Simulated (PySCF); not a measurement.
Species: C5H3F3S.
Bonds: F1–C2, C2–F3, C2–F4, C2–C5, C5–C6 (aromatic), C6–C7 (aromatic), C7–S8 (aromatic), S8–C9 (aromatic), C5–C9 (aromatic). Hydrogens: H10 on C6; H11 on C7; H12 on C9.

Torsions of this conformer, `[F:1][C:2]([F:3])([F:4])[c:5]1[cH:6][cH:7][s:8][cH:9]1`: F1–C2–C5–C6 54°.

The closed-shell ground state was solved at several levels (PySCF, density fitting, gas phase, non-relativistic). Isolated species at its PBE0-D3(BJ)/def2-SVP geometry, gas phase.

```csv
level,basis functions,total energy (Eh),HOMO (eV),LUMO (eV),gap (eV),dipole (D)
wB97X-D/pcSseg-1,175,-889.8382,-9.40,0.70,10.10,2.34
CAM-B3LYP/def2-SVPD,220,-889.4353,-8.84,0.02,8.86,2.48
```

**Question.** Estimate the row for PBE0/pcSseg-1, a basis of 175 functions; the other rows only guide the guess.

**Answer.** Total energy -889.3522 Eh, HOMO -7.56 eV, LUMO -1.02 eV, gap 6.54 eV, dipole 2.33 D.

**Question.** Over all these levels, which gives the widest orbital gap and which the narrowest?

**Answer.** wB97X-D/pcSseg-1 (range-separated hybrid) has the widest, 10.10 eV, and PBE0/pcSseg-1 (global hybrid, 25 % exact exchange) the narrowest, 6.54 eV. The two share the basis. From the narrowest to the widest the HOMO moves by -1.84 eV and the LUMO by +1.72 eV.

**Question.** How far do the dipole and the HOMO energy spread over the levels?

**Answer.** The dipole runs from 2.33 to 2.48 D (mean 2.38 D) and the HOMO from -9.40 to -7.56 eV.

Note: wB97X-D ran without an empirical dispersion term, which enters the total energy and its gradient alone.
